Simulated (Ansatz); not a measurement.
Total energies of C7H13BO2 (`CC1=CC(C)=[O+][B-](C)(C)O1`).

Cartesian coordinates in Å:
```
C 2.7526 -0.9209 -0.6421
C 1.3577 -0.5599 -0.2699
C 0.7117 -1.1395 0.8181
C -0.6594 -0.9416 0.9532
C -1.4764 -1.7213 1.9222
O -1.3020 -0.1172 0.2275
B -0.5628 0.9371 -0.6357
C -0.2427 2.2041 0.2879
C -1.4111 1.1829 -1.9582
O 0.7816 0.2772 -1.0358
H 2.7704 -1.2694 -1.6771
H 3.1655 -1.6874 0.0110
H 3.3768 -0.0250 -0.5947
H 1.2248 -1.8562 1.4406
H -0.8804 -2.4519 2.4659
H -2.2831 -2.2276 1.3876
H -1.9439 -1.0315 2.6294
H 0.3188 2.9604 -0.2696
H 0.3451 1.9521 1.1785
H -1.1669 2.6792 0.6314
H -0.9055 1.8888 -2.6239
H -2.3916 1.6077 -1.7230
H -1.5793 0.2601 -2.5235
```

Total charge 0; spin multiplicity 1. The geometry is a stationary point of PBE0-D4/def2-TZVP. Basis def2-TZVPP, Ansatz 0.2.0.

RPA on PBE orbitals: Hartree–Fock energy of these orbitals -447.19899 Eh, correlation -2.82449 Eh (frozen core).

```json
{"functional": "LDA (SPW92)", "energy without D4 (Eh)": "-446.21247", "D4 term (kJ/mol)": "–"}
{"functional": "PBE", "energy without D4 (Eh)": "-449.54727", "D4 term (kJ/mol)": "-58.0"}
{"functional": "revPBE", "energy without D4 (Eh)": "-449.97801", "D4 term (kJ/mol)": "-184.1"}
{"functional": "BLYP", "energy without D4 (Eh)": "-449.93786", "D4 term (kJ/mol)": "-125.8"}
{"functional": "r2SCAN", "energy without D4 (Eh)": "-449.87252", "D4 term (kJ/mol)": "-16.5"}
{"functional": "B97M-V", "energy without D4 (Eh)": "-450.11304", "D4 term (kJ/mol)": "–"}
{"functional": "B3LYP", "energy without D4 (Eh)": "-450.13957", "D4 term (kJ/mol)": "-91.3"}
{"functional": "r2SCANh", "energy without D4 (Eh)": "-449.85121", "D4 term (kJ/mol)": "-17.2"}
{"functional": "r2SCAN0", "energy without D4 (Eh)": "-449.82143", "D4 term (kJ/mol)": "-18.8"}
{"functional": "HSE06 (plane-wave form)", "energy without D4 (Eh)": "-449.56771", "D4 term (kJ/mol)": "-46.0"}
{"functional": "LC-ωPBE", "energy without D4 (Eh)": "-449.83333", "D4 term (kJ/mol)": "–"}
{"functional": "ωB97X-V", "energy without D4 (Eh)": "-449.99550", "D4 term (kJ/mol)": "–"}
{"functional": "ωB97M-V", "energy without D4 (Eh)": "-449.93384", "D4 term (kJ/mol)": "–"}
{"functional": "B2PLYP", "energy without D4 (Eh)": "-449.74546", "D4 term (kJ/mol)": "–"}
```

Task: Give the same for PBE0, BHLYP, CAM-B3LYP, PBE-QIDH. (Estimate.)

Result: Ansatz gave: 
```
functional  energy without D4 (Eh)  D4 term (kJ/mol)
      PBE0              -449.59283             -49.6
     BHLYP              -449.86314             -64.9
 CAM-B3LYP              -449.90282             -50.0
  PBE-QIDH              -449.52885                 –
```

B3LYP takes the VWN-RPA correlation (the form of Gaussian; ORCA's B3LYP/G). HSE06 is the plane-wave form, built on full-range PBE exchange. The double hybrids freeze the cores in their second-order part.

LC-ωPBE has ω = 0.4 bohr⁻¹.
